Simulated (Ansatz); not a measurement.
Ligand exchange: C2H4Cl2 + SiH3I → C2H4ClI + SiH3Cl

Species: C2H4Cl2 (1,1-dichloroethane) `CC(Cl)Cl`, singlet; SiH3I `[SiH3]I`, singlet; C2H4ClI `CC(Cl)I`, singlet; SiH3Cl (chlorosilane) `[SiH3]Cl`, singlet. The partners trade Cl for I: C–Cl and Si–I bonds give way to C–I and Si–Cl.

Shapes, held fixed at every level: PBE0-D4/def2-TZVP. Programs: Ansatz 0.2.0. The zero-point and thermal change to 298 K, harmonic and unscaled (PBE0-D4/def2-TZVP), is -0.2 kJ/mol.

Q: Estimate ΔH(298 K) of this reaction.

A: The highest level, CCSD(T)/def2-TZVPP, gives ΔH(298 K) = -24.1 kJ/mol; the levels span -24.1 to -13.5. The column of differences is taken from that level and isn't an error. No measured value is set beside it here. For atoms past krypton def2 sets carry core potentials with scalar relativity. Correlated rows may include outer-core shells of I, which these sets cover unevenly. Times are processor times on shared x86 and Arm servers, and rough.

```json
{"level": "HF/def2-TZVPP", "kind": "Hartree–Fock", "ΔH(298 K) (kJ/mol)": "-15.0", "less CCSD(T)/def2-TZVPP": "+9.1", "CPU time (sum over the molecules)": "–"}
{"level": "PBE-D4/def2-TZVPP", "kind": "GGA", "ΔH(298 K) (kJ/mol)": "-17.0", "less CCSD(T)/def2-TZVPP": "+7.1", "CPU time (sum over the molecules)": "19 s"}
{"level": "r2SCAN-D4/def2-TZVPP", "kind": "meta-GGA", "ΔH(298 K) (kJ/mol)": "-18.6", "less CCSD(T)/def2-TZVPP": "+5.5", "CPU time (sum over the molecules)": "38 s"}
{"level": "BHLYP-D4/def2-TZVPP", "kind": "global hybrid", "ΔH(298 K) (kJ/mol)": "-20.3", "less CCSD(T)/def2-TZVPP": "+3.8", "CPU time (sum over the molecules)": "25 s"}
{"level": "PBE0-D4/def2-TZVPP", "kind": "global hybrid", "ΔH(298 K) (kJ/mol)": "-15.2", "less CCSD(T)/def2-TZVPP": "+8.9", "CPU time (sum over the molecules)": "21 s"}
{"level": "CCSD(T)/def2-SVP", "kind": "coupled cluster or CI", "ΔH(298 K) (kJ/mol)": "-14.3", "less CCSD(T)/def2-TZVPP": "+9.8", "CPU time (sum over the molecules)": "24 s"}
{"level": "CCSD/def2-SVP", "kind": "coupled cluster or CI", "ΔH(298 K) (kJ/mol)": "-13.5", "less CCSD(T)/def2-TZVPP": "+10.6", "CPU time (sum over the molecules)": "–"}
{"level": "CCSD(T)/def2-TZVPP", "kind": "coupled cluster or CI", "ΔH(298 K) (kJ/mol)": "-24.1", "less CCSD(T)/def2-TZVPP": "0.0", "CPU time (sum over the molecules)": "9.6 min"}
```
